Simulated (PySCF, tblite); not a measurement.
Isomers of C4H10ClFSi2. Level: GFN2-xTB in tblite, geometry and Hessian alike; calculated harmonic values, unscaled, isolated species. The method is semi-empirical: single wavenumbers can be off by several per cent or more. Modes of hydrogen on silicon can be 10 to 20 % off. One conformer each.

Electronic energies: PBE0/pcSseg-1 single points on the GFN2-xTB geometries (PySCF, gas phase).

| SMILES | electronic energy, lowest = 0 (kJ/mol) |
| --- | --- |
| C=C[SiH2][SiH2][C@@H](Cl)CF | 169.0 |
| CC[Si@H](Cl)/C(F)=C/[SiH3] | 0.0 |
| C=C[SiH2][C@@H](F)[SiH2]CCl | 195.8 |
| F[C@@H]([SiH3])[Si@@H](Cl)C1CC1 | 56.5 |
| C[C@@H]1[SiH2]C[Si@H]1[C@@H](F)Cl | 92.6 |

How do GFN2-xTB zero-point energies change the relative energies?

```json
{"SMILES": "CC[Si@H](Cl)/C(F)=C/[SiH3]", "ZPE (kJ/mol)": "322.2", "of it from modes above 1550 cm⁻¹": "172.4", "electronic (kJ/mol)": "0.0", "with ZPE, lowest = 0 (kJ/mol)": "0.0", "lowest mode (cm⁻¹)": "18", "rings": "0"}
{"SMILES": "F[C@@H]([SiH3])[Si@@H](Cl)C1CC1", "ZPE (kJ/mol)": "325.2", "of it from modes above 1550 cm⁻¹": "163.9", "electronic (kJ/mol)": "56.5", "with ZPE, lowest = 0 (kJ/mol)": "59.5", "lowest mode (cm⁻¹)": "28", "rings": "1"}
{"SMILES": "C[C@@H]1[SiH2]C[Si@H]1[C@@H](F)Cl", "ZPE (kJ/mol)": "329.5", "of it from modes above 1550 cm⁻¹": "166.1", "electronic (kJ/mol)": "92.6", "with ZPE, lowest = 0 (kJ/mol)": "99.9", "lowest mode (cm⁻¹)": "26", "rings": "1"}
{"SMILES": "C=C[SiH2][SiH2][C@@H](Cl)CF", "ZPE (kJ/mol)": "319.5", "of it from modes above 1550 cm⁻¹": "170.7", "electronic (kJ/mol)": "169.0", "with ZPE, lowest = 0 (kJ/mol)": "166.3", "lowest mode (cm⁻¹)": "26", "rings": "0"}
{"SMILES": "C=C[SiH2][C@@H](F)[SiH2]CCl", "ZPE (kJ/mol)": "316.1", "of it from modes above 1550 cm⁻¹": "172.1", "electronic (kJ/mol)": "195.8", "with ZPE, lowest = 0 (kJ/mol)": "189.7", "lowest mode (cm⁻¹)": "8", "rings": "0"}
```

The zero-point energies span 13.4 kJ/mol, from `C=C[SiH2][C@@H](F)[SiH2]CCl` to `C[C@@H]1[SiH2]C[Si@H]1[C@@H](F)Cl`. The order is unchanged.

And how do the electronic energies of GFN2-xTB itself compare?

`CC[Si@H](Cl)/C(F)=C/[SiH3]` 0.0; `F[C@@H]([SiH3])[Si@@H](Cl)C1CC1` 4.1; `C[C@@H]1[SiH2]C[Si@H]1[C@@H](F)Cl` 144.0; `C=C[SiH2][SiH2][C@@H](Cl)CF` 167.5; `C=C[SiH2][C@@H](F)[SiH2]CCl` 192.3 kJ/mol, lowest = 0. Against the energies above, taken from the same isomer `CC[Si@H](Cl)/C(F)=C/[SiH3]`, the largest difference is 52.4 kJ/mol.

What do entropy and thermal enthalpy add at 298.15 K and 1 bar (rigid rotor, harmonic oscillator, one conformer each)?

```
                           SMILES  point group  symmetry number  S (J/(mol K))  H − H(0) (kJ/mol)  ZPE + H − H(0) − TS (kJ/mol)
  F[C@@H]([SiH3])[Si@@H](Cl)C1CC1           C1                1          463.1              33.57                         220.7
C[C@@H]1[SiH2]C[Si@H]1[C@@H](F)Cl           C1                1          452.7              32.72                         227.2
      C=C[SiH2][SiH2][C@@H](Cl)CF           C1                1          479.1              35.27                         211.9
```

Not tabulated: `CC[Si@H](Cl)/C(F)=C/[SiH3]` (lowest mode only 18 cm⁻¹); `C=C[SiH2][C@@H](F)[SiH2]CCl` (lowest mode only 8 cm⁻¹).
